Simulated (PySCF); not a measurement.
Screening by computed properties: pick the candidate that meets the target.

Each SMILES stands for a single optimised conformer of the isolated species, non-relativistic unless stated. Electronic properties by PySCF.

Dipoles, sizes and rotational constants follow the conformer. The torsions of the flexible species, by atom-mapped SMILES:
- `[CH2:1]=[CH:2][SiH2:3][SiH2:4][SiH2:5][S:6][CH3:7]`: C1–C2–Si3–Si4 -108°, C2–Si3–Si4–Si5 -13°, Si3–Si4–Si5–S6 -47°, Si4–Si5–S6–C7 177°
- `[NH2:1][CH2:2][SiH2:3][OH:4]`: N1–C2–Si3–O4 -40°, H–N1–C2–Si3 -67°, H–N1–C2–Si3 175°, H–O4–Si3–C2 16°
- `[CH3:1][S:2][Si@@H:3]([SiH3:4])[NH:5][CH:6]1[CH2:7][CH2:8][CH2:9]1`: C1–S2–Si3–Si4 56°, S2–Si3–N5–C6 177°, Si3–N5–C6–C7 162°
- `[CH2:1]=[C:2]([CH3:3])[SiH2:4][S:5][SiH2:6][SiH3:7]`: C1–C2–Si4–S5 -13°, C2–Si4–S5–Si6 -70°, Si4–S5–Si6–Si7 -177°

The conformers of `CC[Si@H]1S[SiH2]CCN1C` aren't listed.

Question: Wanted: HOMO energy between -7.2 eV and -6.5 eV (PBE0/pcSseg-1) and HOMO–LUMO gap below 6.1 eV (PBE0/pcSseg-1), at GFN2-xTB geometries. Which candidate meets both?
A. `C=C(C)[SiH2]S[SiH2][SiH3]`
B. `CS[Si@@H]([SiH3])NC1CCC1`
C. `C=C[SiH2][SiH2][SiH2]SC`
D. `CC[Si@H]1S[SiH2]CCN1C`
E. `NC[SiH2]O`

Answer: C. Computed values:
| species | HOMO energy | HOMO–LUMO gap |
| --- | --- | --- |
| C=C(C)[SiH2]S[SiH2][SiH3] | -7.23 eV | 6.69 eV |
| NC[SiH2]O | -7.09 eV | 7.81 eV |
| C=C[SiH2][SiH2][SiH2]SC | -6.71 eV | 5.96 eV |
| CS[Si@@H]([SiH3])NC1CCC1 | -6.61 eV | 6.17 eV |
| CC[Si@H]1S[SiH2]CCN1C | -6.42 eV | 7.07 eV |
